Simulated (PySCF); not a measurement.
silicon monosulfide cation (SSi), SMILES S=[Si] (connectivity only; charge and spin as stated), charge +1, multiplicity 2. Coordinates come from a r2SCAN-D4/def2-TZVPD optimisation. The multiplicity is an assumed one; other spin states were not compared.

Method: r2SCAN-D4/def2-TZVPD (PySCF).

Harmonic wavenumbers (cm⁻¹): 588. Rotational constants (GHz): 7.811 (linear); symmetry number 1.

**Question.** Work out the zero-point energy and the ideal-gas rigid-rotor harmonic-oscillator thermochemistry at 298.15 K and 1 atm.

**Answer.** ZPE = ½ Σ hcν = ½ × 588 cm⁻¹ = 0.84 kcal/mol. H − E(el) = 3.02 kcal/mol. Entropy in cal/(mol K): translation 38.20, rotation 15.26, vibration 0.47, spin 1.38, total 55.31. G − E(el) = -13.47 kcal/mol. Cp = 8.01 cal/(mol K).
